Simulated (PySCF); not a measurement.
Spectroscopy problems

PySCF 2.14 calculation with GFN2-xTB structure and shieldings: GIAO PBE0/pcSseg-1; averaged over atoms made equivalent by symmetry, fast rotation or ring inversion, single conformer, relativity neglected, no solvent.

Shifts are taken against calculated references (same method and geometry level): ¹H (σ = 31.72 ppm) and ¹³C (σ = 186.93 ppm) vs TMS. Where no couplings were computed, multiplicities follow the n + 1 count of equivalent neighbours, and m marks all less simple cases (inequivalent or close neighbours, rings, F or P nearby). Acid and N–H amide carbonyl carbons lie up to 10 ppm further downfield in solution (hydrogen bonding). Shifts are as computed. Against solution values, carbons near 30 ppm lie about +3 ppm off and those near 130 ppm about +5 ppm. Of 1309 compounds with measured shifts, 239 miss one by over three times the rms of a fit or turn the order of signals round; such compounds aren't used in these exercises. OH and NH positions are gas-phase values without hydrogen bonding to other molecules.

Problem. C5H9NO2Si2. ¹H NMR (500 MHz, computed): δ 7.64 (d, 1H), 7.27 (d, 1H), 6.25 (m, 1H), 6.14 (br s, 1H), 5.28 (m, 1H), 4.88 (s, 3H), -0.06 (br s, 1H). ¹³C{¹H} NMR (computed): δ 168.6 (C), 154.5 (C), 153.9 (CH), 150.2 (CH), 137.8 (CH). Give a structure.

Solution. SMILES O=C(O)C1=C[Si@@H](N[SiH3])C=C1. The formula gives 4 degrees of unsaturation (1 ring in the answer). 5 carbon signals for 5 carbons: no two carbons are equivalent. Carbon types of the structure: 2 × C, 3 × CH, leaving 6 H on heteroatoms. δC 168.6: carboxylic acid carbon; lone-pair donation from the attached heteroatom keeps it upfield of a ketone carbonyl. δC 154.5: α carbon of a C=C–C=O unit; an sp2 carbon of a C=C bond. δC 153.9, 137.8: alkene CH; the olefinic region. δC 150.2: β carbon of a C=C–C=O unit; conjugation with the carbonyl draws π density from the β position.

The data come from this structure; uniqueness wasn't tested.

Problem. C4H15NSi3. ¹H NMR (500 MHz, computed): δ 5.97 (m, 1H), 4.90 (m, 2H), 4.24 (m, 2H), 2.59 (s, 6H), 1.34 (d, 3H), 1.14 (m, 1H). ¹³C{¹H} NMR (computed): δ 43.8 (CH3), 21.6 (CH3), 1.4 (CH). What is it?

Solution. `CN(C)[Si@H]1[SiH2][C@H](C)[SiH2]1`. The formula gives 1 degree of unsaturation (1 ring in the answer). 3 carbon signals for 4 carbons: some carbons are equivalent by symmetry or fast rotation. Carbon types of the structure: 1 × CH, 3 × CH3, leaving 5 H on heteroatoms. δC 43.8: methyl carbon bonded to N; deshielded by the electronegative neighbour. δC 21.6: methyl carbon; a saturated carbon with 1 carbon neighbour and no heteroatom attached. δC 1.4: sp3 CH bonded to 2 Si; an electropositive neighbour leaves it electron-rich and shielded. δH 2.59: hydrogen on a methyl carbon bonded to N; its carbon carries N, hence the downfield position.

This is the structure that produced the data.
